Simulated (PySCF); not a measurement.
**Assigning NMR signals**

Geometry (Å), atoms numbered from 1 in this order:
```xyz
16

N     2.975    1.942   -0.484
C     2.403    0.957   -0.283
C     1.688   -0.291   -0.032
C     0.185   -0.113   -0.005
C    -0.552   -0.153   -1.191
C    -1.933    0.029   -1.164
C    -2.595    0.254    0.040
C    -1.848    0.293    1.211
F    -2.467    0.505    2.368
C    -0.470    0.114    1.207
H     1.975   -1.010   -0.816
H     2.047   -0.702    0.925
H    -0.043   -0.325   -2.143
H    -2.505   -0.004   -2.095
H    -3.676    0.397    0.089
H     0.073    0.157    2.153
```

- shieldings: GIAO B97-2/pcSseg-1
- coordinates at the PBE0-D3(BJ)/def2-SVP level
- B3LYP/pcJ-1 coupling constants (spin–dipole term only in couplings to heteroatoms)
- run in PySCF 2.14
- isolated molecule, fast rotation and ring inversion assumed for equivalent nuclei, no relativistic terms, a single conformation

Scale: ¹³C (183.69 ppm) and ¹H (31.38 ppm) vs TMS (reference shieldings calculated alike).

Q: Assign these signals to the numbered atoms. ¹³C{¹H} NMR (computed): δ 167.6 (d, J = 318.2 Hz), 135.8 (d, J = 4.5 Hz), 133.5 (d, J = 5.6 Hz), 127.1, 119.2 (d, J = 19.8 Hz), 118.8, 118.1 (d, J = 18.9 Hz), 24.9.

A: 
167.6 → C8, aromatic carbon bearing fluorine: σ withdrawal by the attached heteroatom moves it downfield of the ring CH carbons
135.8 → C4, substituted aromatic carbon
133.5 → C6, aromatic CH: the aromatic region
127.1 → C5, aromatic CH
119.2 → C10, aromatic CH
118.8 → C2, nitrile carbon: typical of a nitrile
118.1 → C7, aromatic CH
24.9 → C3, sp3 CH2 on an aromatic ring: saturated and bonded to C and H only

C10 and C2; C2 and C7 lie closer than the usual error of such a calculation, so a measured spectrum could show them in the other order.

Q: Assign these signals to the numbered atoms. ¹H NMR (400 MHz, computed): δ 7.47 (ddd, J = 9.3, 8.5, 5.3 Hz, 1H), 7.12 (dd, J = 8.5, 1.5 Hz, 1H), 7.12 (ddd, J = 9.3, 8.6, 2.4 Hz, 1H), 7.01 (ddd, J = 9.0, 2.4, 1.5 Hz, 1H), 3.25 (s, 2H).

A: 
7.47 → H14, hydrogen on an aromatic CH: it sits in the deshielding region of the aromatic ring current
7.12 → H13, hydrogen on an aromatic CH
7.12 → H15, hydrogen on an aromatic CH
7.01 → H16, hydrogen on an aromatic CH
3.25 → H11/H12, hydrogen on an sp3 CH2 on an aromatic ring: benzylic-type position, deshielded by the ring

H13 and H15; H15 and H16 lie closer than the usual error of such a calculation, so a measured spectrum could show them in the other order.

C–F couplings over four or more bonds (about 3 Hz to the para carbon of a fluoroarene) are left out. Common functionals overestimate the size of one-bond C–F couplings by tens of Hz; these are unscaled. Splittings below 1 Hz are ignored in the labels, and close J values are merged. Unscaled 3J(H,H) at this level run about 10 % above measured values. Shifts are as computed. Against solution values, carbons near 30 ppm lie about +1 ppm off and those near 130 ppm about +2 ppm. Of 1211 compounds with measured shifts, 218 miss one by over three times the rms of a fit or turn the order of signals round; such compounds aren't used in these exercises.
